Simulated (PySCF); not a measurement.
BaF₂, SMILES [F][Ba][F].

Coordinates come from a PBE0-D3(BJ)/def2-TZVP optimisation. The isomer is the one that the SMILES or the coordinates give; other isomers of the formula were not compared. The def2 effective core potentials stand for the cores of Ba; spin–orbit coupling is left out.

Two levels are set side by side: PBE/def2-TZVPD (PySCF) and CAM-B3LYP/def2-TZVPD (PySCF). Same geometry, gas phase. Differences are taken from unrounded values.

| quantity | CAM-B3LYP |
|---|---|
| orbital gap (eV) | 8.80 |
| highest occupied level (eV) | -9.75 |
| lowest empty level (eV) | -0.95 |
| dipole moment (D) | 6.90 |
| mean polarisability (bohr³) | 31.0 |

Q: What does PBE give, and how far is it from CAM-B3LYP? (The exact figures need the calculation; the answer reports its results.)

A: 
| quantity | PBE | PBE minus CAM-B3LYP |
|---|---|---|
| orbital gap (eV) | 4.60 | -4.20 |
| highest occupied level (eV) | -6.48 | 3.27 |
| lowest empty level (eV) | -1.88 | -0.93 |
| dipole moment (D) | 6.48 | -0.42 |
| mean polarisability (bohr³) | 35.3 | 4.3 |

PBE's occupied levels lie high since its potential decays too fast outside the molecule; exact exchange lowers them and widens the gap. PBE's more diffuse valence density responds more strongly to a field. Differences between two approximate levels are no errors against the true value.

Rough cost on one machine, each run with all the roots and properties that it gave: CAM-B3LYP against PBE within a factor of 2.
